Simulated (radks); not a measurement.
All-electron atom: Re2.25+ in [Xe] 4f14 6s(up 0.5, down 0.5) 5d(up 3.5, down 0.25) (fractional occupations, a model configuration). Method: scalar-relativistic Kohn-Sham, r2SCAN, spin-polarised, spherical densities, finite nucleus; meta-GGA in the generalised Kohn-Sham scheme; Fermi nuclear charge, rms radius 5.3698 fm; computed with a radial shooting solver on a logarithmic mesh with Libxc functionals. Some entries of the table are withheld. Estimate them.

orbital,occ.,eigenvalue (eV),<r^2> (bohr^2),<1/r> (bohr^-1)
1s down,1,-71754.24,0.0004481,88.72
1s up,1,-71754.22,0.0004481,88.72
2s up,1,-12486.82,0.006875,20.78
2s down,1,-12486.54,0.006875,20.78
2p up,3,-10898.34,0.005710,18.75
2p down,3,-10898.12,0.005709,18.75
3s up,1,-2918.910,0.04448,7.707
3s down,1,-2918.894,0.04448,7.707
3p up,3,-2448.324,0.04534,7.094
3p down,3,-2448.285,0.04534,7.094
3d up,5,-1913.706,0.03766,6.689
3d down,5,-1913.551,0.03766,6.688
4s up,1,-633.4672,0.2190,3.270
4s down,1,-633.2559,0.2191,3.269
4p up,3,-478.4209,0.2494,2.971
4p down,3,-478.2400,0.2494,2.970
4d up,5,-282.8505,0.2895,2.646
4d down,5,-282.6307,0.2893,2.646
5s up,1,-111.0860,1.214,1.286
5s down,1,-109.1926,1.192,1.299
5p up,3,-72.2776,1.637,1.090
5p down,3,-69.6842,1.600,1.105
4f up,7,(1),0.4201,2.161
4f down,7,(2),0.4131,2.169
5d up,3.5,-27.8467,3.299,(3)
5d down,0.25,-24.6181,3.442,(4)
6s up,0.5,(5),7.311,0.5016
6s down,0.5,(6),8.093,0.4681

Answer. 
(1) 4f up eigenvalue (eV): -66.2244
(2) 4f down eigenvalue (eV): -65.7966
(3) 5d up <1/r> (bohr^-1): 0.7639
(4) 5d down <1/r> (bohr^-1): 0.7606
(5) 6s up eigenvalue (eV): -24.1736
(6) 6s down eigenvalue (eV): -22.3571
